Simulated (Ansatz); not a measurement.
C2H8BFSi, SMILES `B[SiH](C)CF`. Charge 0, multiplicity 1.

```xyz
13

B    -0.677   -0.266    1.919
Si   -0.448   -0.147   -0.074
C     0.764   -1.370   -0.811
C     0.023    1.618   -0.602
F     1.265    1.951   -0.053
H    -0.470   -1.276    2.528
H    -1.087    0.670    2.544
H    -1.821   -0.383   -0.632
H     0.516   -2.391   -0.512
H     1.778   -1.154   -0.465
H     0.762   -1.322   -1.902
H    -0.709    2.352   -0.250
H     0.104    1.718   -1.690
```

Task: List the harmonic frequencies (cm⁻¹, unscaled) at PBE0-D4/def2-TZVP in Ansatz. (An estimate is asked.)

Result: Computed: 62, 106, 130, 149, 186, 203, 320, 560, 600, 609, 634, 704, 740, 808, 861, 882, 926, 1042, 1173, 1242, 1275, 1309, 1449, 1453, 1463, 2149, 2579, 2662, 3043, 3053, 3097, 3138, 3140.

Task: Is this a minimum?

Result: Yes, all 33 modes are real.

Task: Give the ideal-gas thermochemistry at 298.15 K and 1 bar (rigid rotor, harmonic oscillator; point group C1, symmetry number 1).

Result: Zero-point energy 249.7 kJ/mol; H(298) − E = 274.3 kJ/mol; entropy 370.9 J/(mol·K), of which translation 165.0, rotation 112.5, vibration 93.3; G(298) − E = 163.7 kJ/mol. Modes under 100 cm⁻¹ are hindered rotations or soft bends, so the harmonic entropy is rough.

Task: And at 400, 500, 600, 800 and 1000 K?

Result: 
| T (K) | H − E (kJ/mol) | S (J/mol/K) | G − E (kJ/mol) |
| --- | --- | --- | --- |
| 400 | 288.5 | 411.7 | 123.8 |
| 500 | 304.9 | 448.1 | 80.8 |
| 600 | 323.1 | 481.2 | 34.3 |
| 800 | 363.9 | 539.9 | -67.9 |
| 1000 | 409.4 | 590.4 | -181.1 |
